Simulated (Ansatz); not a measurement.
Basis-set extrapolation for CH₈AlClSi₂, SMILES `C[Si]([AlH2])([SiH3])Cl` (PBE0-D4/def2-TZVP geometry, frozen core, Ansatz). Multiplicity 1, RHF reference.

|  | def2-TZVPP | def2-QZVPP |
| --- | --- | --- |
| HF | -1321.908885 | -1321.948197 |
| MP2 correlation | -0.694568 | -0.750317 |
| CCSD(T) correlation | -0.804922 | not run |

Energies in hartree. Use E(X) = E(∞) + A·exp(−7.88·√X) for Hartree–Fock and E(X) = E(∞) + B·X^(−2.97) for correlation, with X = 3 and 4, and add CCSD(T) minus MP2 of the smaller set to the MP2 limit.

**Question.** What is the CCSD(T) energy at the basis-set limit?

**Answer.** HF limit: -1321.948197 + (-0.039312) × 0.13774 = -1321.95361. MP2 limit: -0.750317 + (-0.055749) × 0.74074 = -0.79161. Higher-order term: -0.804922 − (-0.694568) = -0.11035. Total: -1322.85557 hartree, 372.2 kJ/mol below CCSD(T)/def2-TZVPP.
